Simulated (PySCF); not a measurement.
**Mn+: ionisation energy**

Mn+ [Ar] 3d5 4s1 (7S) → Mn(2+) [Ar] 3d5 (6S), as a difference of total energies. Computed with PySCF 2.14 in ANO-RCC-VTZP, with scalar relativity by spin-free X2C-1e. Correlated levels: valence: [Ar] frozen; valence and next inner shell: [Ne] frozen. The calculations carry no spin-orbit coupling.

Q: Order these methods by the ionisation energy they give, lowest first.
A. PBEsol
B. LDA
C. SCS-MP2 (valence)
D. M06-2X

A: C (15.015 eV), D (15.517 eV), A (16.259 eV), B (16.543 eV).

Errors of the correlated levels include the incompleteness of this basis and the frozen core.

For comparison: 15.640 eV (measured; NIST Atomic Spectra Database, ionization energies).
